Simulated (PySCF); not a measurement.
A compound of formula C28H18BN has these computed shifts in ppm, with the number of atoms in brackets (GIAO KT3/pcSseg-1, gas phase, PySCF SCF with an in-house response code, fitting set def2-universal-JFIT, grid level 2, non-relativistic, on the GFN2-xTB geometry; 11B against isolated BF3·OEt2; 13C, 1H against isolated TMS; 15N against isolated NH3).

1H: 9.51 (1), 9.30 (1), 9.07 (1), 8.88 (1), 8.88 (1), 8.35 (1), 8.19 (1), 8.18 (1), 8.18 (1), 8.13 (1), 8.10 (1), 8.00 (1), 7.86 (1), 7.83 (1), 7.82 (1), 7.72 (1), 7.44 (1), 5.84 (1)
13C: 130.0 (1), 129.4 (1), 127.8 (1), 125.9 (1), 124.3 (1), 124.2 (1), 123.7 (1), 123.4 (1), 122.7 (1), 122.4 (1), 122.2 (1), 122.1 (1), 122.0 (1), 122.0 (1), 121.8 (1), 121.2 (1), 120.8 (1), 120.7 (1), 120.3 (1), 120.2 (1), 120.0 (1), 118.9 (1), 118.2 (1), 116.2 (1), 115.7 (1), 115.6 (1), 115.0 (1), 109.5 (1)
11B: 25.2 (1)
15N: 165.2 (1)

(1) Which structure gave them?

Results:

(1) B1NC=Cc2c1ccc1ccc3cc4c(ccc5c6ccccc6ccc45)cc3c21. Other isomers were not compared.
